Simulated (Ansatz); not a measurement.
A nudged elastic band was laid between two geometries of AlFH4OSi2 (9 atoms, charge 0, multiplicity 1).

Level of theory: Ansatz, RKS B3LYP/def2-SVP.

```
movable images  : 5
climbing image  : yes
spring          : 5.0 eV/Å²
optimiser       : quadratic models (default)
start path      : IDPP
force threshold : 0.03 eV/Å
iteration limit : 60
end points      : relaxed
```

First end point:

```xyz
9
Properties=species:S:1:pos:R:3
O -0.713 0.667 1.973
Si 0.284 0.690 0.634
F 1.069 2.125 0.624
Al 0.828 -1.633 0.079
Si -0.489 -0.221 -1.400
H -1.378 1.365 2.057
H 1.359 -3.073 0.500
H -1.648 -0.143 -2.351
H 0.776 0.177 -2.134
```

Last end point:

```xyz
9
Properties=species:S:1:pos:R:3
O -1.291 1.630 1.162
Si 0.005 0.674 0.752
F 1.230 1.354 1.595
Al 0.580 -1.706 0.412
Si 0.546 -0.104 -1.403
H -2.148 1.388 0.789
H 1.047 -3.127 0.964
H -0.923 -0.499 -1.537
H 1.043 0.345 -2.749
```

(1) What changes between the two ends?

(2) What energy profile does the band end with?

(3) What is the geometry of the highest image?

Answers

(1) No bond is made or broken. The dihedral H6–O1–Si2–Si5 goes from -82 to 46°.

(2) The run converged. The highest image is number 3 of 0 to 6, 0.051 eV above the first end and 0.033 eV above the last; the last end lies 0.018 eV above the first. The profile has 2 maxima (images 3, 5) with wells between them (image 4): this band takes more than one step, which may be the mechanism or a detour left from its start path. A vibrational analysis at the climbing image gives one clearly imaginary mode, 100i cm⁻¹: a first-order saddle point.

| image | path coordinate (Å) | energy (eV) | dihedral H6–O1–Si2–Si5 (°) |
| --- | --- | --- | --- |
| 0 | 0.00 | 0.000 | -82 |
| 1 | 0.48 | 0.012 | -70 |
| 2 | 0.97 | 0.038 | -69 |
| 3 | 1.45 | 0.051 | -70 |
| 4 | 2.24 | 0.018 | -85 |
| 5 | 3.02 | 0.037 | -36 |
| 6 | 3.80 | 0.018 | 46 |

(3) 
```xyz
9
Properties=species:S:1:pos:R:3:forces:R:3
O -1.247 0.899 1.600 0.00 0.00 0.00
Si 0.200 0.570 0.840 0.00 0.00 0.00
F 1.282 1.752 1.181 0.00 0.00 0.00
Al 0.742 -1.736 0.325 0.00 0.00 0.00
Si -0.024 -0.158 -1.439 0.00 0.00 0.00
H -1.726 1.685 1.301 0.00 0.00 0.00
H 1.417 -3.136 0.668 0.00 0.00 0.00
H -1.436 -0.205 -1.942 0.00 0.00 0.00
H 0.880 0.284 -2.550 0.00 0.00 0.00
```

Time of the run: 5.1 min on 2 threads of Intel(R) Xeon(R) Platinum 8488C (Sapphire Rapids), on a shared host, peak memory 0.24 GiB.
